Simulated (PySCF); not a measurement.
## Correlation energy of Ag⁺ (silver, charge +1)

[Kr] 4d9 5s1, high-spin 3D determinant (an excited configuration). Computed with PySCF 2.14 in x2c-TZVPPall (8s6p6d2f1g, 79 functions), with the spin-free X2C one-electron Hamiltonian (Gaussian nucleus). Frozen: [Kr]; 10 electrons correlated.

MP2 pair energies summed by pair of shells (mhartree):

```
 pair   energy  share (%)
4d-4d  -278.82       88.0
4d-5s   -37.97       12.0
```

Total MP2 correlation energy: -316.79 mhartree.

Same-spin part -118.44 and opposite-spin part -198.35 mhartree; SCS-MP2 scales them by 1/3 and 6/5 to -277.50 mhartree.
